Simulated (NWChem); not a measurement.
CH$_{6}$GeSe; SMILES C[Se][GeH3]

This build's default masses of Se (78.918 u) and Br (79.917 u) are each other's, which moves their modes by up to 0.6 %.

Question: Give the equilibrium geometry at PBE0/def2-SVP (NWChem) as a Z-matrix, with the point group.

Answer: point group Cs; any orientation.
```
Se
C 1 1.9563
H 2 1.0980 1 110.95
H 2 1.0981 3 110.33 1 123.40
H 2 1.0982 3 109.06 4 119.74
Ge 1 2.3490 2 97.23 3 61.65
H 6 1.5365 1 106.29 2 -179.69
H 6 1.5416 7 110.39 1 -119.73
H 6 1.5417 7 110.37 8 -120.49
```
